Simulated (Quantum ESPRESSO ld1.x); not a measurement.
The numbers below are computed, except where a source is named.
Input file for ld1.x (Quantum ESPRESSO 7.5):

```
 &input
    atom='B',
    iswitch=1,
    rel=0,
    dft='PBE',
    config='[He] 2s2',
    dx=0.01,
    rmax=200,
    verbosity='high',
    prefix='ld1',
    max_out_wfc=37,
    file_charge='ld1.rho',
 /
```

Output (excerpt):

```
     Program LD1 v.7.5 starts

     --------------------------- All-electron run ----------------------------

     atomic number is  5.00
     dft =PBE   lsd =0 sic =0 latt =0  beta=0.20 tr2=1.0E-14
     Exchange-correlation= PBE
                           (   1   4   3   4   0   0   0)
     mesh =1391 r(mesh) = 198.45494 a.u. xmin = -7.00 dx = 0.01000
     1 Ry =  13.60569312 eV

     n l     nl                  e(Ry)          e(Ha)          e(eV)
     1 0     1S 1( 2.00)     -14.227434340      -7.113717170   -193.5741056
     2 0     2S 1( 2.00)      -1.433618259      -0.716809130    -19.5053701

     final scf error:  3.9E-15 reached in  21 iterations

     Etot =     -48.587071 Ry,     -24.293535 Ha,    -661.060776 eV

     Ekin =      48.427774 Ry,      24.213887 Ha,     658.893434 eV
     Encl =    -109.162169 Ry,     -54.581084 Ha,   -1485.226969 eV
     Eh   =      19.231684 Ry,       9.615842 Ha,     261.660394 eV
     Exc  =      -7.084361 Ry,      -3.542180 Ha,     -96.387635 eV
```

Run on one thread of a shared host, so times are rough (Intel(R) Xeon(R) Processor @ 2.60GHz): 0.52 s of CPU time, 0.55 s wall, 21 iterations on 1391 mesh points.
